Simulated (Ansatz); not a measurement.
Isolated molecules relaxed with PBE0-D4/def2-TZVP in Ansatz; ΔE leaves out vibrations. CBS: MP2 limit from def2 TZ/QZ plus the TZ coupled-cluster correction, frozen cores. This one scheme is used for every species. Each species was taken in one conformer, which may not be the lowest.

Consider the alkene loss: `CBOCC` → `CBO` + `C=C`.

```json
{"species": "`CBOCC`", "CCSD(T)/CBS(def2) energy (Eh)": "-219.59220"}
{"species": "`CBO`", "CCSD(T)/CBS(def2) energy (Eh)": "-141.08489"}
{"species": "`C=C`", "CCSD(T)/CBS(def2) energy (Eh)": "-78.48111"}
```

**Question.** Work out ΔE.

**Answer.** ΔE = (-141.08489) + (-78.48111) − (-219.59220) = 0.02620 Eh = +16.4 kcal/mol.

Largest T1 diagnostic among the species: 0.012.

At CCSD(T), def2-SVP lies +2.4 kcal/mol from the extrapolated value and def2-TZVPP +0.1 kcal/mol. The D4 term adds +2.7 kcal/mol with B3LYP and +1.5 kcal/mol with PBE0; it sums over pairs of atoms, weighted by their polarisabilities, and B3LYP, whose exchange is more repulsive, gets the larger term.

B3LYP here is the variant with VWN-RPA as its local correlation; programs differ in this.
